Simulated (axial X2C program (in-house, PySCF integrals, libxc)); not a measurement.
**NaRh⁺: cheaper levels and CCSD(T), two-component**

Calculated with an axial X2C code built on PySCF integrals. Two-component (2c) means X2C with spin–orbit coupling and atomic mean-field two-electron Coulomb and Gaunt terms. Basis: Rh dyall-cv3z [12s12p8d5f3g], Na dyall-cv3z [9s8p5d2f] (cores contracted in-house); Gaussian nuclei, density fitting, unrestricted open shells. Masses: Rh 102.906 u, Na 22.990 u.

State: Ω = 7/2 (⟨Sz⟩ = 1.48, ⟨Lz⟩ = 2.02 at HF); fragments Rh + Na+.

| level | Re (Å) | ωe (cm⁻¹) |
| --- | --- | --- |
| PBE0 | 3.183 | 107.8 |
| HF | 3.356 | 104.5 |
| MP2 | 3.214 | 109.5 |
| CCSD | 3.246 | 107.2 |
| PBEsol | 3.138 | 108.5 |

Correlated methods: 9 electrons correlated (number of frozen shells: Rh 4 s, 3 p, 1 d; Na 2 s, 1 p), 303 virtual spin orbitals or spinors in MP2, 90 natural virtuals in coupled cluster.

CCSD(T), same Hamiltonian and basis:

Re = 3.235 Å, ωe = 107.6 cm⁻¹; T1 = 0.023 (Lee–Taylor normalisation).

(1) Give the differences from CCSD(T) in the columns below.

One determinant describes the state; a PBE0 search over occupations chose it and may have missed a lower one. De is not given where an atomic determinant may have missed its ground term or J level, or where the truncated virtual space spoils (T). Density functionals use the spin component along the axis (collinear). CCSD and (T) use frozen natural virtuals with an MP2 correction for the truncation; (T) itself is uncorrected, so its De runs slightly low. PBE0 can misorder states that lie within some tenths of an eV, so this need not be the ground state of the molecule. The nearest other 2c determinant of the search, Ω = 9/2, lies 0.03 eV up at the distance of the search. The functionals have no current-density term, which raises determinants with orbital currents, atoms included. With several unpaired electrons one determinant need not be a pure state. With the outer-core shells frozen, correlated bond lengths of heavy atoms tend to come out a few hundredths of an ångström too long.

Results:

(1) 

```csv
level,ΔRe (Å),Δωe (cm⁻¹)
PBE0,-0.052,0.2
HF,0.121,-3.1
MP2,-0.021,1.9
CCSD,0.011,-0.4
PBEsol,-0.097,0.9
```
